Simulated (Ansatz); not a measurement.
`C[SiH2]N[SiH2]O`, 14 atoms. Charge 0, multiplicity 1. All runs use 4 threads of an Arm Neoverse V2 on a shared host. Correlated methods freeze the cores.

**Question.** How many basis functions does each run have, and how long does it take in Ansatz? RHF-CCSD(T)/def2-TZVPP energy; RKS ωB97M-V/def2-QZVPP energy; RKS PBE0-D4/def2-QZVPP energy; RKS BLYP-D4/def2-TZVPP energy; RKS PBE-D4/def2-TZVPP energy and forces; RHF-CCSD(T)/def2-SVP energy; RKS PBE0-D4/def2-TZVP frequencies; direct RPA on PBE orbitals/def2-TZVPP energy; RKS CAM-B3LYP-D4/def2-TZVPP energy; RKS ωB97M-V/def2-SVP energy; RKS PBE0-D4/def2-SVP energy; RKS PBE0-D4/def2-TZVP relaxation (14 steps). (An estimate is asked.)

**Answer.** The calculation gave: Other jobs shared the machine, so times are rough.

| level | job | functions | wall time | peak host memory (GiB) |
| --- | --- | --- | --- | --- |
| RKS PBE0-D4/def2-SVP | energy | 123 | 1.4 s | 0.3 |
| RKS BLYP-D4/def2-TZVPP | energy | 303 | 3 s | 0.45 |
| RKS PBE-D4/def2-TZVPP | energy and forces | 303 | 3.6 s | 0.45 |
| RKS CAM-B3LYP-D4/def2-TZVPP | energy | 303 | 5.5 s | 1 |
| RKS ωB97M-V/def2-SVP | energy | 123 | 6 s | 0.42 |
| direct RPA on PBE orbitals/def2-TZVPP | energy | 303 | 8 s | 0.82 |
| RHF-CCSD(T)/def2-SVP | energy | 123 | 9.5 s | 0.68 |
| RKS PBE0-D4/def2-QZVPP | energy | 581 | 13 s | 2.5 |
| RKS ωB97M-V/def2-QZVPP | energy | 581 | 30 s | 2.8 |
| RKS PBE0-D4/def2-TZVP | relaxation (14 steps) | 221 | 62 s | 0.63 |
| RKS PBE0-D4/def2-TZVP | frequencies | 221 | 3.8 min | 0.64 |
| RHF-CCSD(T)/def2-TZVPP | energy | 303 | 16 min | 3.9 |
